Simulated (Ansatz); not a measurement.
silylarsine (AsH5Si), SMILES [SiH3][AsH2].

Geometry optimised at PBE0-D3(BJ)/def2-TZVP.

Two levels are set side by side: PBE/def2-TZVPD (Ansatz, a first-principles code) and CAM-B3LYP/def2-TZVPD (Ansatz). Energy differences of separate SCF runs at the same geometry; the states with an electron removed or added have multiplicity 2 and 2. Differences are taken from unrounded values.

```tsv
quantity	PBE
vertical ionisation energy (eV)	9.64
vertical singlet–triplet gap (eV)	5.30
```

Task: These are the PBE values. What does CAM-B3LYP give? (The exact figures need the calculation; the answer reports its results.)

Result: 
| quantity | CAM-B3LYP | PBE minus CAM-B3LYP |
|---|---|---|
| vertical ionisation energy (eV) | 9.77 | -0.13 |
| vertical singlet–triplet gap (eV) | 5.56 | -0.26 |
